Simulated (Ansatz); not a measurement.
Ansatz (an electronic-structure program) input (PBE0/def2-QZVPP):
A basis named .json is the Basis Set Exchange file of that set.

Ansatz 0.2 input:
```yaml
crystal:
  periodic: [false, false, false]
  atoms:
    - {symbol: C, position_ang: [-1.46902452, -0.48915219, -1.00461271]}
    - {symbol: Si, position_ang: [-0.00903103, 0.00510663, 0.06285591]}
    - {symbol: C, position_ang: [1.64148137, -0.30843803, -0.77051005]}
    - {symbol: N, position_ang: [0.01083380, -0.93896385, 1.55182424]}
    - {symbol: N, position_ang: [-0.14924736, 1.69443471, 0.36314153]}
    - {symbol: H, position_ang: [-1.42284028, -1.54754795, -1.26856251]}
    - {symbol: H, position_ang: [-2.41556288, -0.31798067, -0.48691027]}
    - {symbol: H, position_ang: [-1.48057962, 0.09310793, -1.92819746]}
    - {symbol: H, position_ang: [1.78414645, -1.36715717, -0.99406374]}
    - {symbol: H, position_ang: [2.46953044, 0.01316374, -0.13567815]}
    - {symbol: H, position_ang: [1.69383402, 0.25243775, -1.70616151]}
    - {symbol: H, position_ang: [-0.09499590, -1.94583093, 1.39911386]}
    - {symbol: H, position_ang: [-1.05024335, 2.07673906, 0.60793678]}
    - {symbol: H, position_ang: [0.57729932, 2.16882074, 0.87851664]}
basis:
  gaussian:
    orbitals: def2-QZVPP.json
hamiltonian:
  xc: {name: PBE0}
magnetization: {spin_polarized: true, initial_magnetization: 1}
```

End of the output:

```
integrals: 0.97 GiB planned
1643 factors; their error is unknown
0.80 GiB of the device are held for the grids
4.53 GiB of device memory are held for the factors and their scratch space
mean field: 7.15 GiB planned
mean field evaluation 1: about -13055.8704 eV, gradient 6.4e1 eV
mean field evaluation 2: about -13047.9179 eV, gradient 7.3e1 eV
mean field evaluation 4: about -13072.3284 eV, gradient 4.0e0 eV
mean field evaluation 8: about -13072.3935 eV, gradient 6.3e-2 eV
mean field evaluation 16: about -13072.3986 eV, gradient 3.0e-3 eV
mean field -13072.39857487 eV, -480.4017868364 hartree, gradient 4.3e-5 eV, S^2 0.754127; 2 other end points of the search recorded, 0 dependent functions left out
reference -13072.39861733 eV, -480.4017883970 hartree; 25, 24 occupied and 543, 544 virtual orbitals, 1643 factors
Total energy: -13072.39861733 eV, -480.4017883970 hartree
```

It need not be the lowest isomer of its formula.
